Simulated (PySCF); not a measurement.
C₃H₁₃NSi₂, SMILES CNC(C)([SiH3])[SiH3].

The structure is a stationary point at r2SCAN-D4/def2-SVP. This is a generated structure with no PubChem entry under its InChIKey; it may be hypothetical. Other conformers were not sampled.

Two levels are set side by side: TDA-PBE/def2-SVPD (PySCF) and TDA-LC-ωPBE/def2-SVPD (PySCF). Vertical, same geometry. The lowest singlet is HOMO→LUMO 100 % with PBE and HOMO→LUMO 47 %, HOMO→LUMO+1 22 %, HOMO→LUMO+5 10 % with the other functional; states are paired by order. Differences are taken from unrounded values.

```csv
quantity,TDA-LC-ωPBE,TDA-PBE,TDA-PBE minus TDA-LC-ωPBE
lowest singlet excitation (eV),6.64,4.78,-1.86
lowest triplet excitation (TDA) (eV),6.33,4.68,-1.65
```

A lower first singlet is the usual sign of a functional without exact exchange. Differences between two approximate levels are no errors against the true value.

Rough cost on one machine, each run with all the roots and properties that it gave: TDA-LC-ωPBE against TDA-PBE about 4 times.
